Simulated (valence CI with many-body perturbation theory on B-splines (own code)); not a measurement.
## Ce⁵²⁺: electric-dipole lines

Computed by valence CI with perturbative core correlation (CI+MBPT): four valence electrons over a frozen Dirac-Fock core [He], a basis of 11 s, 11 p, 9 d, 7 f, 5 g, 2 h, 1 i functions for each j, with the one-electron correlation potential Σ1, the two-electron term Σ2, the three-electron term Σ3, Breit, model QED; selected CI, second order for the rest (own B-spline code, finite nucleus).

The last digits are not significant, and no measured levels were compared; by estimate large intervals hold to a few tenths of a per cent, small ones and those within an open d or f shell to about a per cent. Among the levels kept, up to 260 cm⁻¹ of a level comes from second order outside the variational space, and about a tenth of that is noise between levels of different J, which matters for small intervals.

Lines 101 to 150 of 274 in falling wavelength, among levels below 6955.0 eV, chosen from the strongest by gf and those to the six lowest levels. Wavelengths and rates use the calculated energies. Electric multipoles are in the length gauge, E1 and E2 with the static RPA response of the core. Weak lines are less certain than strong ones. Lines between different terms over intervals too small for the method are left out, as are lines whose strength nearly cancels. The highest levels of a list are the least certain.

Levels are named by their leading jj configuration (3d3/2^4 stands for four electrons in 3d with j = 3/2), which in mixed levels can hold well under half, so a name can repeat and another be missing. Letters in brackets count levels of one name in rising energy.

```
λ vac (Å)                           Upper                       Lower   A (s⁻¹)  S (a.u.) with core polarisation  S without
    16.44      (2s 2p1/2 2p3/2^2) J=2 [b]      (2s^2 2p1/2 2p3/2) J=1  1.34e+11                         1.47e-03   1.47e-03
    16.34                (2s 2p3/2^3) J=1          (2s^2 2p3/2^2) J=2  2.22e+12                         1.43e-02   1.44e-02
    16.13           (2p1/2^2 2p3/2^2) J=2      (2s 2p1/2^2 2p3/2) J=2  1.07e+12                         1.11e-02   1.11e-02
    15.94             (2p1/2 2p3/2^3) J=2      (2s 2p1/2 2p3/2^2) J=3  6.18e+11                         6.18e-03   6.19e-03
    2.307             (2s 2p1/2^2 3s) J=1      (2s 2p1/2^2 2p3/2) J=1  7.38e+12                         1.34e-04   1.34e-04
    2.293             (2s 2p1/2^2 3s) J=0      (2s 2p1/2^2 2p3/2) J=1  6.37e+13                         3.79e-04   3.78e-04
    2.290          (2s^2 2p1/2 3p3/2) J=1      (2s 2p1/2^2 2p3/2) J=1  1.87e+12                         3.32e-05   3.31e-05
    2.284         (2s 2p1/2 2p3/2 3s) J=3      (2s 2p1/2 2p3/2^2) J=3  2.86e+13                         1.18e-03   1.18e-03
    2.281     (2s 2p1/2 2p3/2 3s) J=2 [a]  (2s 2p1/2 2p3/2^2) J=2 [a]  3.05e+13                         8.93e-04   8.91e-04
    2.279             (2s 2p1/2^2 3s) J=1      (2s 2p1/2^2 2p3/2) J=2  5.16e+13                         9.04e-04   9.02e-04
    2.275     (2s 2p1/2 2p3/2 3s) J=2 [b]      (2s 2p1/2 2p3/2^2) J=3  5.00e+13                         1.45e-03   1.45e-03
    2.274             (2s^2 2p1/2 3s) J=1      (2s^2 2p1/2 2p3/2) J=2  5.68e+13                         9.89e-04   9.87e-04
    2.272     (2s 2p1/2 2p3/2 3s) J=1 [a]  (2s 2p1/2 2p3/2^2) J=2 [a]  5.47e+13                         9.50e-04   9.48e-04
    2.270             (2s^2 2p3/2 3s) J=2          (2s^2 2p3/2^2) J=2  3.65e+13                         1.05e-03   1.05e-03
    2.268             (2s^2 2p1/2 3s) J=0      (2s^2 2p1/2 2p3/2) J=1  7.02e+13                         4.05e-04   4.04e-04
    2.267             (2s^2 2p1/2 3s) J=1      (2s^2 2p1/2 2p3/2) J=1  1.12e+13                         1.93e-04   1.92e-04
    2.267             (2s^2 2p3/2 3s) J=1          (2s^2 2p3/2^2) J=2  6.05e+13                         1.04e-03   1.04e-03
    2.262          (2s^2 2p1/2 3p3/2) J=1      (2s 2p1/2^2 2p3/2) J=2  8.70e+12                         1.49e-04   1.49e-04
    2.196          (2s 2p1/2^2 3d3/2) J=1      (2s 2p1/2^2 2p3/2) J=1  6.13e+13                         9.61e-04   9.62e-04
    2.190  (2s 2p1/2 2p3/2 3d5/2) J=2 [a]  (2s 2p1/2 2p3/2^2) J=1 [a]  6.03e+13                         1.56e-03   1.57e-03
    2.185  (2s 2p1/2 2p3/2 3d5/2) J=1 [a]  (2s 2p1/2 2p3/2^2) J=1 [a]  5.49e+13                         8.48e-04   8.49e-04
    2.179  (2s 2p1/2 2p3/2 3d3/2) J=3 [c]  (2s 2p1/2 2p3/2^2) J=2 [b]  2.90e+13                         1.04e-03   1.04e-03
    2.179  (2s 2p1/2 2p3/2 3d5/2) J=1 [a]      (2s 2p1/2 2p3/2^2) J=0  2.35e+14                         3.60e-03   3.60e-03
    2.178  (2s 2p1/2 2p3/2 3d3/2) J=1 [c]  (2s 2p1/2 2p3/2^2) J=1 [b]  1.27e+14                         1.94e-03   1.94e-03
    2.177  (2s 2p1/2 2p3/2 3d5/2) J=1 [b]  (2s 2p1/2 2p3/2^2) J=1 [b]  1.69e+14                         2.58e-03   2.59e-03
    2.176  (2s 2p1/2 2p3/2 3d5/2) J=2 [b]  (2s 2p1/2 2p3/2^2) J=1 [b]  1.35e+14                         3.44e-03   3.45e-03
    2.175      (2s 2p1/2 2p3/2 3d5/2) J=0  (2s 2p1/2 2p3/2^2) J=1 [b]  5.28e+14                         2.68e-03   2.68e-03
    2.175  (2s 2p1/2 2p3/2 3d5/2) J=2 [b]  (2s 2p1/2 2p3/2^2) J=2 [b]  2.17e+14                         5.50e-03   5.50e-03
    2.173  (2s 2p1/2 2p3/2 3d3/2) J=2 [a]  (2s 2p1/2 2p3/2^2) J=2 [a]  4.19e+13                         1.06e-03   1.06e-03
    2.173  (2s 2p1/2 2p3/2 3d3/2) J=1 [a]  (2s 2p1/2 2p3/2^2) J=2 [a]  6.58e+13                         1.00e-03   1.00e-03
    2.172  (2s 2p1/2 2p3/2 3d3/2) J=3 [b]      (2s 2p1/2 2p3/2^2) J=3  2.56e+13                         9.07e-04   9.08e-04
    2.172          (2s 2p1/2^2 3d5/2) J=2      (2s 2p1/2^2 2p3/2) J=1  4.66e+14                         1.18e-02   1.18e-02
    2.171          (2s 2p1/2^2 3d3/2) J=1      (2s 2p1/2^2 2p3/2) J=2  1.57e+13                         2.38e-04   2.38e-04
    2.171  (2s 2p1/2 2p3/2 3d3/2) J=1 [d]  (2s 2p1/2 2p3/2^2) J=1 [b]  1.45e+14                         2.20e-03   2.20e-03
    2.170  (2s 2p1/2 2p3/2 3d3/2) J=2 [b]      (2s 2p1/2 2p3/2^2) J=3  6.37e+13                         1.61e-03   1.61e-03
    2.169          (2s^2 2p1/2 3d3/2) J=2      (2s^2 2p1/2 2p3/2) J=2  8.70e+13                         2.19e-03   2.19e-03
    2.169  (2s 2p1/2 2p3/2 3d3/2) J=1 [d]  (2s 2p1/2 2p3/2^2) J=2 [b]  9.88e+13                         1.49e-03   1.49e-03
    2.169       (2p1/2^2 2p3/2 3p1/2) J=1      (2s 2p1/2 2p3/2^2) J=0  5.14e+13                         7.77e-04   7.78e-04
    2.169          (2s 2p1/2^2 3d3/2) J=2      (2s 2p1/2^2 2p3/2) J=2  1.10e+14                         2.78e-03   2.78e-03
    2.168          (2s 2p1/2^2 3p1/2) J=1      (2s^2 2p1/2 2p3/2) J=1  1.64e+12                         2.47e-05   2.47e-05
    2.168  (2s 2p1/2 2p3/2 3p1/2) J=2 [b]          (2s^2 2p3/2^2) J=2  1.78e+12                         4.47e-05   4.47e-05
    2.166  (2s 2p1/2 2p3/2 3d5/2) J=1 [b]      (2s 2p1/2 2p3/2^2) J=0  8.73e+13                         1.31e-03   1.31e-03
    2.165  (2s 2p1/2 2p3/2 3d5/2) J=3 [a]      (2s 2p1/2 2p3/2^2) J=3  2.87e+13                         1.01e-03   1.01e-03
    2.163          (2s^2 2p1/2 3d3/2) J=2      (2s^2 2p1/2 2p3/2) J=1  8.99e+12                         2.25e-04   2.25e-04
    2.162          (2s^2 2p3/2 3d3/2) J=2          (2s^2 2p3/2^2) J=2  1.89e+13                         4.71e-04   4.71e-04
    2.161          (2s^2 2p1/2 3d3/2) J=1      (2s^2 2p1/2 2p3/2) J=2  1.36e+13                         2.04e-04   2.04e-04
    2.160          (2s^2 2p3/2 3d3/2) J=1          (2s^2 2p3/2^2) J=2  5.21e+13                         7.78e-04   7.79e-04
    2.158  (2s 2p1/2 2p3/2 3d3/2) J=2 [c]      (2s 2p1/2 2p3/2^2) J=3  7.38e+13                         1.83e-03   1.83e-03
    2.158  (2s 2p1/2 2p3/2 3d3/2) J=3 [b]  (2s 2p1/2 2p3/2^2) J=2 [a]  3.05e+13                         1.06e-03   1.06e-03
    2.156  (2s 2p1/2 2p3/2 3p1/2) J=2 [c]          (2s^2 2p3/2^2) J=2  3.61e+12                         8.92e-05   8.92e-05
```
